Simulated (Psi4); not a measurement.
silane (H₄Si), singlet, at a GFN2-xTB geometry, with bond 5-1 at 2.0 times its length; M06-2X/def2-SVP (Psi4).

Here is a job for Psi4.
```
memory 2 GB

molecule mol {
0 1
Si   -0.000000    0.000000   -0.000000
H     0.856871    0.832074    0.840902
H    -0.856856   -0.827130    0.845780
H    -0.829613    0.854388   -0.845845
H     1.659196   -1.718663   -1.681675
}

set {
  basis def2-svp
  reference rks
  dft_radial_points 50
}

energy('m06-2x')
print_variables()
```

Task: Predict the main parts of the log of this Psi4 run.

Result: 
```
   => Loading Basis Set <=

    Name: DEF2-SVP
    Role: ORBITAL
    Keyword: BASIS

         ---------------------------------------------------------
                                   SCF
               by Justin Turney, Rob Parrish, Andy Simmonett
                          and Daniel G. A. Smith
                              RKS Reference
         ---------------------------------------------------------

  ==> Geometry <==

    Molecular point group: c1
    Full point group: C1

    Geometry (in Angstrom), charge = 0, multiplicity = 1:

       Center              X                  Y                   Z               Mass
    ------------   -----------------  -----------------  -----------------  -----------------
         SI          -0.026121085678     0.027057271928     0.026474993237    27.976926534650
         H            0.830749914322     0.859131271928     0.867376993237     1.007825032230
         H           -0.882977085678    -0.800072728072     0.872254993237     1.007825032230
         H           -0.855734085678     0.881445271928    -0.819370006763     1.007825032230
         H            1.633074914322    -1.691605728072    -1.655200006763     1.007825032230

  Running in c1 symmetry.

  Rotational constants: A =      2.93976  B =      1.39114  C =      1.39114 [cm^-1]
  Rotational constants: A =  88131.65190  B =  41705.44333  C =  41705.43940 [MHz]
  Nuclear repulsion =   18.848748760087954

  Charge       = 0
  Multiplicity = 1
  Electrons    = 18
  Nalpha       = 9
  Nbeta        = 9

  ==> Algorithm <==

  SCF Algorithm Type is DF.
  DIIS enabled.
  MOM disabled.
  Fractional occupation disabled.
  Guess Type is SAD.
  Energy threshold   = 1.00e-06
  Density threshold  = 1.00e-06
  Integral threshold = 1.00e-12

  ==> Primary Basis <==

  Basis Set: DEF2-SVP
    Blend: DEF2-SVP
    Number of shells: 20
    Number of basis functions: 38
    Number of Cartesian functions: 39
    Spherical Harmonics?: true
    Max angular momentum: 2

  ==> DFT Potential <==

   => LibXC <=

    Version 7.1.2
    S. Lehtola, C. Steigemann, M. J. T. Oliveira, and M. A. L. Marques,  SoftwareX 7, 1–5 (2018) (10.1016/j.softx.2017.11.002)

   => Composite Functional: M06-2X <=

    Hybrid M06-2X Meta-GGA XC Functional  (10.1007/s00214-007-0310-x)
    Y. Zhao and D. G. Truhlar,  Theor. Chem. Acc., 120, 215, 2008

    Deriv               =              1
    GGA                 =           TRUE
    Meta                =           TRUE

    Exchange Hybrid     =           TRUE
    MP2 Hybrid          =          FALSE

   => Exchange Functionals <=

    1.0000   XC_HYB_MGGA_X_M06_2X

   => Exact (HF) Exchange <=

    0.5400               HF

   => Correlation Functionals <=

    1.0000   XC_MGGA_C_M06_2X

   => LibXC Density Thresholds  <==

    XC_MGGA_C_M06_2X:  1.00E-12
    XC_HYB_MGGA_X_M06_2X:  1.00E-15

   => Molecular Quadrature <=

    Radial Scheme          =       TREUTLER
    Pruning Scheme         =           NONE
    Nuclear Scheme         =       TREUTLER

    Blocking Scheme        =         OCTREE
    BS radius alpha        =              1
    Pruning alpha          =              1
    Radial Points          =             50
    Spherical Points       =            302
    Total Points           =          74051
    Total Blocks           =            615
    Max Points             =            256
    Max Functions          =             38
    Weights Tolerance      =       1.00E-15

   => Loading Basis Set <=

    Name: (DEF2-SVP AUX)
    Role: JKFIT
    Keyword: DF_BASIS_SCF

  ==> Integral Setup <==

  SCF_SUBTYPE=INCORE selected. In-core MEM_DF algorithm will be used.
  Using in-core AOs.

  ==> MemDFJK: Density-Fitted J/K Matrices <==

    J tasked:                   Yes
    K tasked:                   Yes
    wK tasked:                   No
    Algorithm:                 Core
    Schwarz Cutoff:           1E-12
    Mask sparsity (%):       0.0000
    Fitting Condition:        1E-10

   => Auxiliary Basis Set <=

  Basis Set: (DEF2-SVP AUX)
    Blend: DEF2-UNIVERSAL-JKFIT
    Number of shells: 62
    Number of basis functions: 200
    Number of Cartesian functions: 235
    Spherical Harmonics?: true
    Max angular momentum: 4

  Minimum eigenvalue in the overlap matrix is 1.7196438017E-02.
  Reciprocal condition number of the overlap matrix is 4.4014351346E-03.
    Using symmetric orthogonalization.

  ==> Pre-Iterations <==

  SCF Guess: Superposition of Atomic Densities via on-the-fly atomic UHF (no occupation information).

   -------------------------
    Irrep   Nso     Nmo
   -------------------------
     A         38      38
   -------------------------
    Total      38      38
   -------------------------

  ==> Iterations <==

                           Total Energy        Delta E     RMS |[F,P]|

   @DF-RKS iter SAD:  -291.16818040972629   -2.91168e+02   0.00000e+00
   @DF-RKS iter   1:  -291.56040622124971   -3.92226e-01   4.65048e-03 DIIS/ADIIS
   @DF-RKS iter   2:  -291.54848622829559    1.19200e-02   5.19860e-03 DIIS/ADIIS
   @DF-RKS iter   3:  -291.60205521565712   -5.35690e-02   3.33602e-04 DIIS/ADIIS
   @DF-RKS iter   4:  -291.60227468152578   -2.19466e-04   1.74987e-04 DIIS/ADIIS
   @DF-RKS iter   5:  -291.60232815835013   -5.34768e-05   2.21295e-05 DIIS
   @DF-RKS iter   6:  -291.60232916976378   -1.01141e-06   3.36964e-06 DIIS
   @DF-RKS iter   7:  -291.60232919429529   -2.45315e-08   3.60439e-07 DIIS
  Energy and wave function converged.

  ==> Post-Iterations <==

   Electrons on quadrature grid:
      Ntotal   =   18.0000013900 ; deviation = 1.390e-06

    Orbital Energies [Eh]
    ---------------------

    Doubly Occupied:

[...]
    Virtual:

[...]
    Final Occupation by Irrep:
              A
    DOCC [     9 ]
    NA   [     9 ]
    NB   [     9 ]

  @DF-RKS Final Energy:  -291.60232919429529

   => Energetics <=

    Nuclear Repulsion Energy =             18.8487487600879540
    One-Electron Energy =                -440.0169377510760569
    Two-Electron Energy =                 140.1009744108353630
    DFT Exchange-Correlation Energy =     -10.5351146141425858
    Empirical Dispersion Energy =           0.0000000000000000
    VV10 Nonlocal Energy =                  0.0000000000000000
    Total Energy =                       -291.6023291942952937

Computation Completed

Properties will be evaluated at   0.000000,   0.000000,   0.000000 [a0]

Properties computed using the SCF density matrix

 Multipole Moments:

 ------------------------------------------------------------------------------------
     Multipole            Electronic (a.u.)      Nuclear  (a.u.)        Total (a.u.)
 ------------------------------------------------------------------------------------

 L = 1.  Multiply by 2.5417464519 to convert [e a0] to [Debye]
 Dipole X            :         -1.1494174            0.6792024           -0.4702149
 Dipole Y            :          1.1906039           -0.7035452            0.4870586
 Dipole Z            :          1.1648750           -0.6884048            0.4764703
 Magnitude           :                                                    0.8278600

 ------------------------------------------------------------------------------------

  Variable Map:
  ----------------------------------------------------------------------------
[...]
  Array Variable Map:
  ----------------------------------------------------------------------------
[...]
[...]
```
